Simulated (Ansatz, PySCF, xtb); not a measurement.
Process, species as SMILES: FC1=COCO1 [4-fluoro-1,3-dioxole] + 7 [H][H] (H2) → 3 C (CH4) + F (HF) + 2 O (H2O)
Geometries: B3LYP-D3(BJ)/def2-TZVP minima from Ansatz (a program for electronic structure), one conformer each, not searched for the lowest.
Geometry of the first species:
SMILES: FC1=COCO1
```xyz
9

F      1.8074    -0.9228     0.0089
C      0.6831    -0.2434     0.0040
C      0.4343     1.0462     0.1720
O     -0.9358     1.2561    -0.0199
C     -1.4902    -0.0489     0.0660
O     -0.4372    -0.9683    -0.2724
H      1.0694     1.8915     0.3512
H     -1.8082    -0.2534     1.0981
H     -2.3064    -0.1575    -0.6433
```

Property: energy of full hydrogenation (enthalpy at 298 K, with B3LYP-D3(BJ) rigid-rotor harmonic-oscillator terms from PySCF), in kcal/mol. Cores are frozen in the correlated levels unless marked. No spin-orbit coupling. Non-relativistic unless marked X2C. CBS marks a two-point X^-3 extrapolation of the correlation energy; Hartree-Fock from the larger set. [CCSD(T)-MP2]/basis is that difference in the basis named.

```tsv
level	program	energy of full hydrogenation (kcal/mol)
GFN1-xTB	xtb	-157.7
```

**Question.** Estimate the value at RI-MP2/CBS(cc-pVTZ,cc-pVQZ)+[CCSD(T)-MP2]/cc-pVTZ as computed with Ansatz.

**Answer.** -150.4 kcal/mol, so GFN1-xTB differs from it by -7.3 kcal/mol.
